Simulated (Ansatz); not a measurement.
H$_{5}$OPSeSi (`OP[SiH2][SeH]`). Total charge 0; spin multiplicity 1.

Cartesian coordinates in Å:
```
O 1.654 1.118 -0.619
P 1.291 -0.010 0.545
Si -0.962 -0.001 0.378
Se -1.603 -1.085 -1.523
H 2.343 0.774 -1.191
H 1.287 0.847 1.685
H -1.501 -0.659 1.599
H -1.538 1.361 0.232
H -0.972 -2.345 -1.106
```

(1) What are the harmonic wavenumbers in cm⁻¹ at PBE0-D4/def2-TZVP (Ansatz, finite differences of forces, unscaled)? (An estimate is asked.)

(2) Is this a minimum?

(3) Give the ideal-gas thermochemistry at 298.15 K and 1 bar (rigid rotor, harmonic oscillator; point group C1, symmetry number 1).

(4) Rotational constants (cm⁻¹)?

## Answers

(1) The calculation gave: 55, 110, 142, 198, 232, 376, 434, 480, 580, 676, 734, 792, 820, 908, 924, 1102, 2205, 2233, 2353, 2439, 3884.

(2) Yes, all 21 modes are real.

(3) Zero-point energy 129.7 kJ/mol; H(298) − E = 152.2 kJ/mol; entropy 370.7 J/(mol·K), of which translation 172.1, rotation 118.7, vibration 79.9; G(298) − E = 41.6 kJ/mol. Modes under 100 cm⁻¹ are hindered rotations or soft bends, so the harmonic entropy is rough.

(4) 0.1822, 0.03676, 0.03341.
